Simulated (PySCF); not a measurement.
C₆H₇, SMILES [C]1=CC=CCC1, multiplicity 2. The structure is a stationary point at B3LYP-D3(BJ)/def2-SVP. The isomer is the one that the SMILES or the coordinates give; other isomers of the formula were not compared. The values are those of a single conformer.

Computed equilibrium geometry at B3LYP-D3(BJ)/def2-SVP (PySCF confirms it by a frequency run) as bond lengths and angles (one conformer of several):
Atoms: C1 C2 C3 C4 C5 C6 H7 H8 H9 H10 H11 H12 H13. Bond lengths (Å): C1–C2 1.329, C1–C6 1.484, C2–C3 1.481, C2–H7 1.094, C3–C4 1.346, C3–H8 1.094, C4–C5 1.512, C4–H9 1.094, C5–C6 1.550, C5–H10 1.102, C5–H11 1.109, C6–H12 1.108, C6–H13 1.102. Bond angles (°): C2–C1–C6 126.6, C1–C2–C3 117.1, C1–C2–H7 123.3, C3–C2–H7 119.6, C2–C3–C4 120.6, C2–C3–H8 118.4, C4–C3–H8 121.0, C3–C4–C5 121.0, C3–C4–H9 120.4, C5–C4–H9 118.5, C4–C5–C6 112.5, C4–C5–H10 111.3, C4–C5–H11 108.2, C6–C5–H10 109.6, C6–C5–H11 109.0, H10–C5–H11 106.1, C1–C6–C5 109.0, C1–C6–H12 108.5, C1–C6–H13 112.5, C5–C6–H12 110.4, C5–C6–H13 110.0, H12–C6–H13 106.5.
Charge 0, spin multiplicity 2.
